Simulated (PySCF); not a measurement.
# Electric field gradients and quadrupole coupling constants

Compound: C6H12O2.
Cartesian coordinates in Å at the GFN2-xTB level; atoms count from 1:
```
atom  x, y, z in Å
C1    -1.5959    2.5984    0.2636
C2    -1.3653    1.5809   -0.5428
C3    -0.7841    0.2660   -0.1080
C4     0.7256    0.2361   -0.4286
O5     1.3739   -0.6785    0.4245
C6     2.7568   -0.7523    0.1965
O7    -1.4925   -0.7464   -0.7926
C8    -1.3089   -2.0398   -0.2708
H9    -2.0032    3.5273   -0.0972
H10   -1.3831    2.5472    1.3189
H11   -1.5893    1.6322   -1.5980
H12   -0.8915    0.1344    0.9800
H13    0.8621   -0.0511   -1.4821
H14    1.1476    1.2435   -0.2870
H15    3.2355    0.2248    0.3385
H16    3.1563   -1.4610    0.9192
H17    2.9753   -1.1043   -0.8199
H18   -0.2632   -2.3546   -0.3234
H19   -1.6364   -2.0907    0.7745
H20   -1.9247   -2.7014   -0.8779
```

Field gradients from the PBE0/pcSseg-1 density (PySCF, non-relativistic), principal values in atomic units, ordered |Vxx| ≤ |Vyy| ≤ |Vzz|:

```tsv
atom	Vxx	Vyy	Vzz
O5	0.0470	1.9947	-2.0417
O7	0.0206	2.0205	-2.0411
```

Question: Find the asymmetry η = (Vxx − Vyy)/Vzz and the couplings χ = eQV/h (234.96 MHz × Q in barn × V in au), with Q(17O) = −0.0256 b.

Answer: 
```json
{"atom": "O5", "environment": "ether oxygen", "nucleus": "17O", "η": "0.95", "χzz (MHz)": "12.28", "χxx (MHz)": "-0.28", "χyy (MHz)": "-12.00"}
{"atom": "O7", "environment": "ether oxygen", "nucleus": "17O", "η": "0.98", "χzz (MHz)": "12.28", "χxx (MHz)": "-0.12", "χyy (MHz)": "-12.15"}
```

At O5 and O7 η is above 0.9: Vyy and Vzz are nearly equal in size and opposite in sign, so a small change could swap them and flip the sign of χzz. The tensor is traceless: Vxx + Vyy + Vzz = 0.

Question: What is Vzz at O7 in SI units (1 au = 9.71736 × 10²¹ V/m²)?

Answer: -2.0411 au = -19.834 × 10²¹ V/m².

Question: And the gradient at the other heavy atoms, for which no coupling is worked out here?

Answer: 
```csv
atom,environment,Vzz (au),η
C1,terminal =CH2 carbon,0.298,0.43
C2,alkene CH carbon,0.330,0.59
C3,sp3 carbon bound to oxygen,0.315,0.17
C4,sp3 carbon bound to oxygen,0.348,0.17
C6,methoxy carbon,0.369,0.09
C8,methoxy carbon,0.390,0.10
```

Were the hydrogens deuterons (Q(2H) = 0.00286 b), χzz would run from 186 kHz (H12 and H14) to 227 kHz (H9).

Isolated species at its GFN2-xTB geometry (one conformer only). GFN2-xTB bond lengths can be off by several hundredths of an ångström, more for odd bonds, and the gradients follow them. A larger basis could move these couplings by a tenth or more.

The run behind these numbers computed NMR shieldings as well. Time: 47 s (with the writing of density and orbital grids); peak memory 0.86 GiB. Hardware: one thread, AMD EPYC 7R13 (x86_64), no GPU, on a shared host.
